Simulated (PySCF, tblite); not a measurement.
C₇H₄N₂.
Structure used (GFN2-xTB), in Å, numbered top down from 1:
```
atom  x, y, z in Å
N1    -3.4601   -1.2424    0.1356
C2    -2.4204   -0.7557    0.1537
C3    -1.1491   -0.1729    0.1711
C4    -0.8353    1.1095    0.4923
C5     0.5783    1.2932    0.3804
C6     1.1535    0.1264   -0.0120
C7     2.5123   -0.1156   -0.2388
N8     3.6250   -0.3252   -0.4284
C9     0.0982   -0.9225   -0.1831
H10   -1.5286    1.8767    0.7855
H11    1.0909    2.2169    0.5787
H12    0.0677   -1.3078   -1.2058
H13    0.2632   -1.7801    0.4745
```

Jobs on this species (13 atoms, 60 electrons) with PySCF (density fitting) and tblite. Hardware of each: Arm Neoverse N1, one thread, no GPU (shared host). Times come from a shared host and carry two figures at best.

```csv
level and settings,work,basis functions,SCF cycles,wall time
CAM-B3LYP/def2-SVPD,"8 singlets by full TDDFT, 3 Tamm–Dancoff triplets, polarisability",212,?,?
GFN2-xTB,Hessian by finite differences,–,–,0.54 s
PBE0/pcSseg-1,"shieldings, ring-centre shieldings, charges and field gradients, density and orbital grids written",173,14,47 s
```

Fill in the missing figures.

- CAM-B3LYP/def2-SVPD; 8 singlets by full TDDFT, 3 Tamm–Dancoff triplets, polarisability: 72 s, 14 SCF cycles

What do all jobs in the table cost together?

About 2.0 min; the longest takes about 60 % of that, and about 130 times as long as the shortest.
